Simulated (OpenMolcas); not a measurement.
# Mg: CASPT2 settings compared

- Program: OpenMolcas 26.06
- Basis: ANO-RCC-VQZP [6s5p3d2f1g]
- Scalar Hamiltonian: DKH2, point nucleus
- Active space: 2 electrons in 4 orbitals (3s 3p)
- State averaging: 2S+1 = 1 even, 1 root; 2S+1 = 3 odd, 3 roots
- Spin-orbit coupling: RASSI with atomic mean-field integrals over the reference wave functions, term energies averaged over their components

Methods on the same reference wave functions:
A. CASSCF
B. SS-CASPT2, IPEA 0 Eh, real shift 0.2 Eh (closed shells correlated: 2s 2p)
C. SS-CASPT2, IPEA 0.75 Eh, no level shift (closed shells correlated: 1s 2s 2p)
D. SS-CASPT2, IPEA 0.2 Eh, real shift 0.2 Eh (closed shells correlated: 2s 2p)

Energies in cm⁻¹ above 3s² ¹S₀, the measured ground level; measured values from NIST Handbook of Basic Atomic Spectroscopic Data.

| Level | A | B | C | D | Measured |
| --- | --- | --- | --- | --- | --- |
| 3s² ¹S₀ | 0.0 | 0.0 | 0.0 | 0.0 | 0.0 |
| 3s 3p ³P°₀ | 21876 | 21754 | 22126 | 21904 | 21850 |
| 3s 3p ³P°₁ | 21891 | 21769 | 22141 | 21919 | 21870 |
| 3s 3p ³P°₂ | 21922 | 21800 | 22172 | 21950 | 21911 |

Deviations, from unrounded energies. A percentage is the sum of absolute deviations over the sum of measured energies, with the sign that they share, or ± where signs differ.

```json
{"Against measurement": "mean absolute deviation (cm-1)", "Levels": "3", "A": "19", "B": "100", "C": "270", "D": "47"}
{"Against measurement": "other configurations (%)", "Levels": "3", "A": "+0.1", "B": "-0.5", "C": "+1.2", "D": "+0.2"}
```

A lies closest to measurement on these levels and C furthest from it. The largest miss of A in the table is 3s 3p ³P°₀, by +25 cm-1. The ranking rests on the paired levels alone, and a cruder setting can come out closer through cancelling errors.

Among B to D the level of the table that moves most is 3s 3p ³P°₀, by 370 cm-1 (lowest in B, highest in C).

The lowest spin-free term lies below A's lowest term by 0.281 hartree in B, 0.294 hartree in C, 0.281 hartree in D.

Without dynamic correlation excited terms often stand tens of per cent too high (terms of higher spin than the ground term too low), and those without a measured partner can miss by more than the paired ones (holds for A). Measured partners are found by configuration, term and J. A level has none where our copy of the source lacks it or the pairing is in doubt (some pairs that miss far off the trend of their configuration count as doubtful), and it then counts in no deviation. Levels of configurations outside the active space are missing.

° marks odd parity.
